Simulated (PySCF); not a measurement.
C₂H₆N, SMILES CC[NH], multiplicity 2.

Geometry: B3LYP-D3(BJ)/def2-TZVP. The isomer is the one that the SMILES or the coordinates give; other isomers of the formula were not compared. One conformer was computed; it need not be the lowest.

Two levels are set side by side: PBE/def2-TZVPD (PySCF) and M06-2X/def2-TZVPD (PySCF). Same geometry, gas phase. Differences are taken from unrounded values.

```
quantity                     M06-2X   PBE  PBE minus M06-2X
---------------------------  ------  ----  ----------------
α-spin orbital gap (eV)        9.54  5.75             -3.78
β-spin orbital gap (eV)        8.00  2.48             -5.52
dipole moment (D)              1.89  1.89              0.01
mean polarisability (bohr³)    35.7  38.3               2.6
```

PBE's more diffuse valence density responds more strongly to a field. Differences between two approximate levels are no errors against the true value.

Rough cost on one machine, each run with all the roots and properties that it gave: M06-2X against PBE within a factor of 2.
